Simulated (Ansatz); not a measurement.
Ansatz (a first-principles code) input:
A basis named .json is the Basis Set Exchange file of that set.

Ansatz 0.2 input:
```yaml
crystal:
  periodic: [false, false, false]
  atoms:
    - {symbol: Si, position_ang: [0.08373204, -0.15377060, 0.07623610]}
    - {symbol: O, position_ang: [-0.33928383, -1.19325410, -1.07632802]}
    - {symbol: O, position_ang: [1.57577762, 0.44556971, 0.12587052]}
    - {symbol: N, position_ang: [-0.68675377, 1.35255134, -0.74980765]}
    - {symbol: N, position_ang: [-0.61065719, -0.43490024, 1.56560739]}
    - {symbol: H, position_ang: [-0.17392158, -2.14014585, -1.06444365]}
    - {symbol: H, position_ang: [2.34073070, 0.01178094, 0.51415390]}
    - {symbol: H, position_ang: [-1.68850890, 1.23045845, -0.90496086]}
    - {symbol: H, position_ang: [-0.55642078, 2.19924875, -0.19428147]}
    - {symbol: H, position_ang: [-0.24940779, -0.06142680, 2.42983443]}
    - {symbol: H, position_ang: [-1.40006487, -1.04610759, 1.70749820]}
    - {symbol: H, position_ang: [-0.25472890, 1.51689792, -1.66204405]}
basis:
  gaussian:
    orbitals: aug-cc-pV_D+d_Z.json
total_charge: 1
magnetization: {spin_polarized: false}
correlation: {method: ccsd_t, electrons: outside_noble_gas}
output: {forces: true}
```

Which total energy does the run end on?

-552.57447 Eh (CCSD(T)/aug-cc-pV(D+d)Z). The basis has 187 functions. The run takes around 16 core-minutes (rough).

It need not be the lowest isomer of its formula.
